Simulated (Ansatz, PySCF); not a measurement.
This PySCF input computes a r2SCAN/def2-TZVPD energy:

```python
from pyscf import gto, scf, dft

mol = gto.M(
    atom='''
    Si   -0.00000000   -0.00000000   -1.11076541
    S     0.00000000    0.00000000    0.97191974
    ''',
    basis='def2-tzvpd',
    charge=1,
    spin=1,
    symmetry='C2v',
    verbose=4,
)

mf = dft.UKS(mol, xc='r2scan').density_fit(auxbasis='def2-universal-jkfit')
mf.grids.level = 4
mf.conv_tol = 1e-9
mf.max_cycle = 100
mf.max_memory = 1500
mf.kernel()
if not mf.converged:
    mf = mf.newton()
    mf.kernel(mf.make_rdm1())
mf.analyze()
```

### Question
Write an input for the same energy in Ansatz (an electronic-structure program) and say what it gives.

### Answer

Ansatz 0.2 input:
```yaml
crystal:
  periodic: [false, false, false]
  atoms:
    - {symbol: Si, position_ang: [-0.00000000, -0.00000000, -1.11076541]}
    - {symbol: S, position_ang: [0.00000000, 0.00000000, 0.97191974]}
basis:
  gaussian:
    orbitals: def2-TZVPD
hamiltonian:
  xc: {name: r2SCAN}
total_charge: 1
magnetization: {spin_polarized: true, initial_magnetization: 1}
output: {forces: true}
```
It gives -687.27492 Eh, and PySCF -687.26552 Eh, a difference of 9.40 mEh. That is more than fitting and grids explain: the two runs ended on different electronic states or use different definitions.
